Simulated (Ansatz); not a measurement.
Saddle point of BSiH$_{6}$BrO, closed shell (SiH₄O ([OH][SiH3]) + BH₂Br ([BH2][Br]) → BSiH₅O ([BH2][O][SiH3]) + HBr; bonds formed: Br2–H5; dative contacts that become bonds: B1–O6; bonds broken: B1–Br2, H5–O6), PBE0-D4/def2-TZVP structure:

```tsv
atom	x (Å)	y (Å)	z (Å)
B1	-0.2339	-1.3038	0.2745
Br2	2.1263	-1.6617	-0.0887
H3	-0.6678	-2.2896	-0.2289
H4	-0.3249	-1.0734	1.4445
H5	1.1249	-0.5560	-0.7254
O6	-0.1107	-0.1386	-0.6150
Si7	-0.4145	1.4361	-0.1094
H8	0.4617	1.7648	1.0400
H9	-0.1206	2.3031	-1.2711
H10	-1.8407	1.5188	0.2796
```

Energies are electronic, without zero-point energy. Barriers and step energies count from the start structure reached by relaxing down the imaginary mode; all methods use the PBE0-D4 structures, on which another method's saddle can fall below an end. Program: Ansatz 0.2.0. Basis: def2-TZVPP, with def2-QZVPP for the basis limit. Cores are frozen in the correlated methods. Filled d shells of the heavier atoms are correlated. The def2 sets are not built for correlating such inner shells, so the correlated values are less sure here. B3LYP uses VWN-RPA correlation. Extrapolation: Hartree–Fock as exp(−7.88 √X), correlation as X^−2.97.

```
      method  barrier (eV)  step energy (eV)
       SPW92         0.587             0.238
      PBE-D4         0.623            -0.007
     BLYP-D4         0.592            -0.247
   r2SCAN-D4         0.679            -0.029
      B97M-V         0.816            -0.144
     PBE0-D4         0.761             0.025
    B3LYP-D4         0.709            -0.200
  r2SCAN0-D4         0.785             0.006
    BHLYP-D4             ?            -0.177
CAM-B3LYP-D4             ?            -0.182
     wB97X-V         0.847            -0.066
     wB97M-V         0.835            -0.044
      B2PLYP         0.748            -0.191
    PBE-QIDH         0.835             0.030
  RPA on PBE             ?            -0.147
          HF         1.036            -0.428
         MP2         0.793            -0.022
        CCSD         0.883            -0.124
     CCSD(T)         0.823            -0.084
```

(1) Fill in the withheld barriers. (To be estimated.)

T1 diagnostic: at most 0.011.

## Answers

(1) The calculation gives: BHLYP-D4 0.863; CAM-B3LYP-D4 0.778; RPA on PBE 0.770 eV. Each is the energy of the saddle less that of the start structure, by the same method.

For comparison, the barrier by CCSD(T) at an estimated basis limit (MP2 extrapolated from triple and quadruple zeta, plus CCSD(T) − MP2 in triple zeta) is 0.817 eV.

The step is the kind of ligand exchange by which a precursor binds to a hydroxyl group, or is hydrolysed, in atomic layer deposition of oxides.

Labels in which every atom is bracketed show which atoms are joined, not bond orders.

For scale, one of the runs: CCSD(T)/def2-TZVPP, 236 basis functions, launched by `ansatz run in.yaml --threads 8 --pin off --events-out ev --progress --plain --max-ram 19148MiB`. Hardware: 8 CPU threads of an Arm Neoverse V2, shared host. Wall time 73 s; peak host memory 4.4 GiB.
